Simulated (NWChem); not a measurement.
System: CrHS$_{2}$OCl; SMILES [OH][Cr](=[S])(=[S])[Cl]

```xyz
6

Cr    -0.0063     0.0696    -0.2123
S     -1.6116     0.9996     0.5176
S      1.6457     0.8856     0.5525
Cl    -0.0688    -1.9923     0.3429
O     -0.0137     0.2264    -1.9400
H      0.8848     0.2228    -2.3347
```
Atoms are numbered in this order, from 1.

Computed with NWChem. Pople sets run with spherical d functions. Medium grid unless said otherwise, to which SCAN and Minnesota functionals are sensitive. All runs use the structure optimised with PBE-D3(BJ)/def2-SVP. Not confirmed as a minimum by frequencies. Total energies of different functionals are on different scales.

```tsv
level	energy (Ha)	highest occupied level (eV)	orbital gap (eV)	dipole (D)
B3LYP/6-31G*	-2376.8662	-7.43	2.85	2.05
PBE/6-31G*	-2376.0405	-6.54	1.54	2.11
M05-2X/6-31G*	-2376.5871	-8.82	5.24	2.07
KT2/6-31G*	-2393.0940	-6.62	1.51	2.04
MPW1K/6-31G*	-2376.7727	(withheld)	(withheld)	2.08
LDA (Slater exchange, PW92)/6-31G*	-2369.8827	-6.64	1.50	2.08
LC-BLYP (range parameter 0.33 per bohr)/6-31G*	-2375.7201	-9.70	7.20	2.24
M06/6-31G*	-2376.6746	-7.67	3.28	1.99
```

**Question.** Complete the blanks.

**Answer.** 
- MPW1K/6-31G*, highest occupied level (eV): -8.60
- MPW1K/6-31G*, orbital gap (eV): 4.42
